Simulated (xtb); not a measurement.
Al(H)(Me)(OEt) (C3H9AlO), SMILES [O]([AlH][CH3])CC. All values are semi-empirical tight-binding results from xtb (GFN2-xTB unless named), good for trends rather than for accurate numbers. Geometry: GFN2-xTB. One conformer was computed; it need not be the lowest.

A frequency run showed that this geometry is not a minimum.

For metal compounds this method's bond lengths and energies can be far off.

```
Quantity      Result
-----------  -------
orbital gap  4.51 eV
```
